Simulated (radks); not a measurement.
Excited configurations of Re: one electron is placed in a higher orbital outside [Xe] 4f14 5d5 6s1. The ground configuration is [Xe] 4f14 5d5 6s2. All-electron calculation, Dirac Kohn-Sham, LDA (Slater exchange, Perdew-Wang correlation), spin-unpolarised, spherical densities, finite nucleus; open shells fill j = l - 1/2 first; Fermi nuclear charge, rms radius 5.3698 fm. Program: a radial shooting solver on a logarithmic mesh with Libxc functionals. Excitation = E - E(ground); binding = E(ion) - E, where the ion is the core of charge +1; n* = 1/sqrt(2 binding) in atomic units, and the quantum defect is n - n*.

outer orbital  excitation (eV)  binding (eV)     n*  quantum defect  <r> (bohr)
5f5/2                    8.500         0.917  3.853           1.147       17.30
6p1/2                    4.355         5.062  1.640           4.360       4.113
6d3/2                    7.804         1.612  2.905           3.095       10.13
6f5/2                    8.781         0.636  4.627           1.373       29.22
7s1/2                    6.835         2.581  2.296           4.704       8.388
7p1/2                    7.555         1.861  2.704           4.296       10.80
7d3/2                    8.418         0.999  3.691           3.309       19.34
7f5/2                    8.955         0.461  5.433           1.567       43.74

The Delta-SCF ionisation energy is 9.416 eV (NIST Atomic Spectra Database: 7.834 eV, measured). Self-interaction in the functional shifts the binding energies and quantum defects, so they are the method's values and not measured ones. Spin polarisation and multiplet splitting are left out, so open shells lie too high by an amount that depends on their filling.

Beside tabulated values, note that spin-unpolarised runs miss the spin-polarisation part of the exchange energy of open shells.
